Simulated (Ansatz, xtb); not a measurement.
**Redistribution: C4H4BrN + C2H3Cl → C4H4ClN + C2H3Br**

Species: C4H4BrN `Brc1ccc[nH]1`, singlet; C2H3Cl `C=CCl`, singlet; C4H4ClN `Clc1ccc[nH]1`, singlet; C2H3Br (vinyl bromide) `C=CBr`, singlet. The partners trade Br for Cl; both sit on C, so the bond types are kept.

Shapes, held fixed at every level: PBE0-D4/def2-TZVP. Programs: Ansatz 0.2.0, xtb 6.7.1. The zero-point and thermal change to 298 K, harmonic and unscaled (PBE0-D4/def2-TZVP), is -0.3 kJ/mol.

Task: Estimate ΔH(298 K) of this reaction.

Result: The highest level, CCSD(T)/def2-TZVPP, gives ΔH(298 K) = +1.6 kJ/mol; the levels span -0.1 to +4.7. That is about zero within the method's error. They disagree on the sign: 7 of 9 are positive. The column of differences is taken from that level and isn't an error. No measured value is set beside it here. Relativity is left out for Br. Outer-core shells of Br are correlated in most correlated rows, in sets that cover them unevenly. Times are processor times on shared x86 and Arm servers, and rough.

```
                level                   kind  ΔH(298 K) (kJ/mol)  less CCSD(T)/def2-TZVPP  CPU time (sum over the molecules)
             GFN0-xTB         semi-empirical                +4.7                     +3.1                             0.17 s
     SPW92/def2-TZVPP                    LDA                -0.1                     -1.7                               11 s
    PBE-D4/def2-TZVPP                    GGA                +0.4                     -1.2                               21 s
 r2SCAN-D4/def2-TZVPP               meta-GGA                 0.0                     -1.6                               44 s
r2SCAN0-D4/def2-TZVPP          global hybrid                 0.0                     -1.6                               49 s
    B2PLYP/def2-TZVPP          double hybrid                +0.9                     -0.7                               50 s
       MP2/def2-TZVPP    perturbation theory                +3.0                     +1.4                                  –
      CCSD/def2-TZVPP  coupled cluster or CI                +1.2                     -0.4                                  –
   CCSD(T)/def2-TZVPP  coupled cluster or CI                +1.6                      0.0                             20 min
```
